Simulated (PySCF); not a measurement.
H$_{2}$F$_{3}$NSi (SMILES N[Si](F)(F)F), singlet, geometry from GFN2-xTB, atoms displaced at random by about 0.03 Å a coordinate. Base run: PBE/STO-3G, gradient (PySCF).

Input for PySCF:
```python
from pyscf import gto, scf, dft

mol = gto.M(
    atom='''
N     1.68299622   -0.28125509   -0.14020263
Si    0.02781297    0.04450999   -0.00501900
F    -0.81953864   -0.94753077   -0.91308456
F    -0.32346448    1.47958751   -0.38037303
F    -0.68481721   -0.14722611    1.47393788
H     2.02480521   -1.20954317   -0.12781993
H     2.34261000    0.37143647    0.19776096
''',
    basis='sto-3g',
    verbose=4,
)

mf = dft.RKS(mol)
mf.xc = 'pbe'
mf.kernel()
g = mf.nuc_grad_method()
grad = g.kernel()
```

The coordinate followed is y of atom 6.

Variants of this job, named by their change:

| change | dE/dx (Eh/bohr) | net force (Eh/bohr) |
|---|---|---|
| base | 0.047776 | 0.000277 |
| grids.level = 5; grid_response = on | 0.047777 | 0.000000 |
| conv_tol = 1e-6 | 0.047769 | 0.000277 |
| conv_tol = 1e-11 | 0.047776 | 0.000277 |
| grids.level = 0; grid_response = off | 0.047270 | 0.024802 |
| finite difference step (bohr) = 0.2; conv_tol = 1e-11 | 0.058404 | - |
| density fitting = on; auxbasis_response = off | 0.047779 | 0.004399 |
| density fitting = on | 0.047775 | 0.000277 |
| grids.level = 5; grid_response = off | 0.047777 | 0.000035 |
| grids.level = 1; grid_response = off | 0.047777 | 0.001549 |
| finite difference step (bohr) = 0.05; conv_tol = 1e-11 | 0.048433 | - |
| grid_response = on | 0.047776 | 0.000000 |

The net force is zero for an exact gradient.
